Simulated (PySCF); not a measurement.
Al(F)(Et)(NH2) (C2H7AlFN), SMILES C[CH2][Al]([F])[NH2].

The structure is a stationary point at B3LYP-D3(BJ)/def2-SVP. The structure was generated by enumeration; whether it is a known compound was not checked. One conformer was computed; it need not be the lowest.

Computed with TDDFT-PBE/def2-SVPD (PySCF).

Vertical excitations. Isolated molecule, no solvent. State labels are in the subgroup Cs.

Computed UV-visible absorptions:
```tsv
state	symmetry	energy (eV)	λ (nm)	f	main pairs
S1	A"	5.23	237	0.047	HOMO→LUMO 99 %
S2	A'	5.83	213	0.052	HOMO−1→LUMO 96 %
S3	A"	6.42	193	0.001	HOMO→LUMO+2 99 %
S4	A'	6.43	193	0.115	HOMO→LUMO+1 93 %
S5	A"	6.51	191	0.019	HOMO−1→LUMO+1 98 %
S6	A"	6.79	183	0.012	HOMO→LUMO+3 99 %
S7	A'	7.06	176	0.061	HOMO−1→LUMO+2 98 %
S8	A"	7.26	171	0.001	HOMO−2→LUMO 100 %
S9	A'	7.31	170	0.000	HOMO−1→LUMO+3 99 %
S10	A"	7.52	165	0.002	HOMO→LUMO+4 100 %
T1	A"	4.92	252	0	HOMO→LUMO 99 %
T2	A'	5.35	232	0	HOMO→LUMO+1 82 %, HOMO−1→LUMO 16 %
T3	A'	5.48	226	0	HOMO−1→LUMO 83 %, HOMO→LUMO+1 17 %
T4	A"	6.00	207	0	HOMO−1→LUMO+1 98 %
```
Triplets are in the Tamm–Dancoff approximation, which puts them higher than full response would, so one can lie above its singlet here.
